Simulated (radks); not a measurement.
Task: Te27+, 25 electrons, occupied as [Ar] 3d7. Method: scalar-relativistic Kohn-Sham, PBE, spin-unpolarised, spherical densities, point nucleus; computed with a radial shooting solver on a logarithmic mesh with Libxc functionals. Some entries of the table are withheld. Estimate them.

| orbital | occ. | eigenvalue (hartree) | <r^2> (bohr^2) |
|---|---|---|---|
| 1s | 2 | -1201.172 | 0.001048 |
| 2s | 2 | -216.2090 | (1) |
| 2p | 6 | (2) | 0.01327 |
| 3s | 2 | (3) | 0.1094 |
| 3p | 6 | (4) | (5) |
| 3d | 7 | (6) | 0.08921 |

Result: 
(1) 2s <r^2> (bohr^2): 0.01680
(2) 2p eigenvalue (hartree): -198.1615
(3) 3s eigenvalue (hartree): -69.56316
(4) 3p eigenvalue (hartree): -63.70000
(5) 3p <r^2> (bohr^2): 0.1074
(6) 3d eigenvalue (hartree): -55.33582
